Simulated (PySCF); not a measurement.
Precursor series Zr F-Br. Gas-phase values, no solvent.

Calculation: B3LYP-D3(BJ)/def2-TZVP // r2SCAN-D4/def2-SVP (PySCF). B3LYP has the VWN-RPA correlation part, as in Gaussian. 

```csv
species,charge on the central atom (Mulliken) (e),HOMO–LUMO gap (eV)
1 of 4 F replaced by Br,1.69,6.82
2 of 4 F replaced by Br ([Zr(F)2(Br)2]),1.56,6.11
3 of 4 F replaced by Br ([Zr(F)(Br)3]),1.41,5.74
```
